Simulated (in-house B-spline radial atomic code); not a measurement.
## RPA and G0W0 on wB97X: Ca2+

Configuration [Ne] 3s2 3p6, mean-field start wB97X. Computed with an all-electron radial atomic-structure program (B-spline basis): all electrons, non-relativistic, point nucleus, each spin shell either full or empty, empty states to l = 9 with an (l + 1/2)⁻⁴ tail; G0W0 by contour deformation at full frequency.

Command:
```bash
python run_gw.py task.json out
```
Settings (radii: box in bohr, nucleus in fm):
```
Z                        20
electrons                18
configuration            [Ne] 3s2 3p6
hamiltonian              nr
method                   wb97x
lmax                     9
spin_polarised           False
box_radius               17.55
intervals                50
```

Run time, properties included: 1.9 s on 1 thread of Arm Neoverse N1, on a shared host.

Energies (hartree):

| term | value |
| --- | --- |
| mean-field total | -676.92763 |
| Hartree-Fock functional on these orbitals | -676.14707 |
| direct second order | -1.2346 |
| second-order exchange | 0.41781 |
| SOSEX correction | 0.38361 |

Q: What is the RPA correlation energy, and what remains with SOSEX?

A: RPA gives -1.0905 hartree (-1.65 eV per electron); RPA + SOSEX gives -0.70689, and the second-order doubles -0.81676 hartree (no singles). RPA lacks exchange-type terms and so overcorrelates at short range.

Quasi-particle levels (eV):

| level | occupied | mean field | Σx - vxc | Σc | QP weight | G0W0 |
| --- | --- | --- | --- | --- | --- | --- |
| 3p | yes | -47.92 | -2.94 | ? | ? | ? |
| 2p | yes | -359.55 | -25.78 | 11.03 | 0.855 | -374.30 |
| 3d | no | -11.513 | 3.30 | -1.94 | 0.971 | -10.157 |

G0W0 = mean field + (Σx - vxc) + Σc, with Σc (partial-wave tail included) taken at the quasi-particle energy. Only the outer levels were computed. Levels of low weight are left out.

Q: Where does G0W0 put 3p?

A: At -51.16 eV, with Σc = -0.30 eV and a quasi-particle weight of 0.949. The tabulated removal energy is 50.913 eV (NIST, measured); the calculation leaves out relativity, Breit and QED terms, and what these don't explain is the method's own error.
